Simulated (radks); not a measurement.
Ge, configuration [Ar] 3d10 4s2 4p2. Calculated with a radial shooting solver on a logarithmic mesh with Libxc functionals: Dirac Kohn-Sham, PBE, spin-unpolarised, spherical densities, point nucleus; open shells are shared between the two j in proportion to 2j + 1.

Spin-orbit splittings of the eigenvalues, e(l+1/2) - e(l-1/2), with zeta = 2 splitting/(2l+1) and mean radii in bohr:

shell  occ.  splitting (eV)  zeta (eV)  <r> j=l-1/2  <r> j=l+1/2
2p        6           31.87      21.25       0.1812       0.1848
3p        6               ?          ?       0.6398       0.6505
3d       10          0.5848     0.2339       0.7334       0.7388
4p        2          0.1867     0.1245        2.860        2.919

Estimate the 3p splitting.

Answer. 4.276 eV (zeta = 2.851 eV).
